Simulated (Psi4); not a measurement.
C$_{4}$H$_{3}$O (SMILES [c]1ccoc1), doublet, at a GFN2-xTB geometry, atoms displaced at random by about 0.1 Å a coordinate. Base run: PBE0/STO-3G (Psi4 1.11).

Psi4 was given this input:
```
memory 2 GB

molecule {
0 2
O     0.13194106    0.06724746    1.02721690
C    -0.05334722    1.04588223    0.42047573
C    -0.17091755   -1.08801698    0.24696384
C     0.18793247    0.88105262   -1.19325852
C     0.16694596   -0.80449383   -1.18869739
H    -0.12608426    1.96543451    0.92629266
H     0.09329396   -2.05700603    0.88008920
H    -0.15243890   -1.24136604   -1.96981066
}

set {
  basis sto-3g
  reference uks
}

optimize('pbe0')
print_variables()
```

Each row names what was changed in the base input (with any setting that the change needs).

```
change                       ΔE vs base (kcal/mol)  optimiser steps  core-seconds (rough)                outcome
---------------------------  ---------------------  ---------------  --------------------  ---------------------
base                                         0.000               11                   100              converged
g_convergence = turbomole                    0.000               11                   100              converged
intrafrag_step_limit = 0.05                  0.000               13                   200              converged
opt_coordinates = cartesian                  0.000               19                   200              converged
hess_update = none                               -                -                     -  cut at the time limit
```

Open shells are given as the SCF converged; they aren't shown to be the lowest states, and a large step between rows can be another state.
